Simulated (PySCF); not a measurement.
SMILES [O]c1ccccc1, doublet (B3LYP/def2-SVP optimised geometry):

```
12

O      1.411     2.252     0.000
C      0.756     1.186     0.000
C      1.413    -0.114     0.000
C      0.678    -1.282     0.000
C     -0.733    -1.235     0.000
C     -1.412     0.003     0.000
C     -0.701     1.186     0.000
H      2.506    -0.114     0.000
H      1.184    -2.252     0.000
H     -1.306    -2.166     0.000
H     -2.506     0.017     0.000
H     -1.194     2.161     0.000
```

Level of theory: unrestricted B3LYP/def2-TZVP (PySCF 2.14.0).

### Question
What are the frontier orbital energies (α orbitals alone; a β orbital can be the lowest empty one) and the dipole moment?

### Answer
HOMO-2 -7.96 eV, HOMO-1 -7.36 eV, HOMO -6.59 eV, LUMO -1.08 eV, LUMO+1 -0.54 eV; dipole moment 3.88 D.

On the same geometry unrestricted PBE/def2-TZVP run with PySCF gives HOMO-2 -7.13 eV, HOMO-1 -5.85 eV, HOMO -5.72 eV, LUMO -1.82 eV, LUMO+1 -1.29 eV; dipole moment 3.77 D.

Meta-Löwdin charges at B3LYP/def2-TZVP: O1 -0.41, C2 0.29, C3 -0.11, C4 -0.11, C5 -0.07, C6 -0.11, C7 -0.11, H8 0.13, H9 0.12, H10 0.13, H11 0.12, H12 0.13.
